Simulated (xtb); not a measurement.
xtb input (GFN1-xTB):

```bash
xtb mol.xyz --gfn 1 --opt tight --chrg 0 --uhf 0
```
mol.xyz:
```
9

C     -1.52898140     0.28395697    -0.12508139
C     -0.29755424    -0.55255937    -0.45372486
N      0.87491221    -0.03012743     0.16507582
C      1.81617265     0.41968872     0.68333094
H     -1.40208934     1.30883811    -0.47290718
H     -1.70519531     0.30357724     0.95010670
H     -2.40413276    -0.14490062    -0.61444932
H     -0.42628060    -1.58198720    -0.11434102
H     -0.12450949    -0.58115343    -1.53108804
```

End of the output:

```

optimized geometry written to: xtbopt.xyz

           -------------------------------------------------
          | TOTAL ENERGY              -12.140884053727 Eh   |
          | GRADIENT NORM               0.000172878629 Eh/α |
          | HOMO-LUMO GAP               5.351721830646 eV   |
           -------------------------------------------------

------------------------------------------------------------------------
------------------------------------------------------------------------
 total:
Note: The following floating-point exceptions are signalling: IEEE_DENORMAL
normal termination of xtb
 SCF:
 ANC optimizer:
```
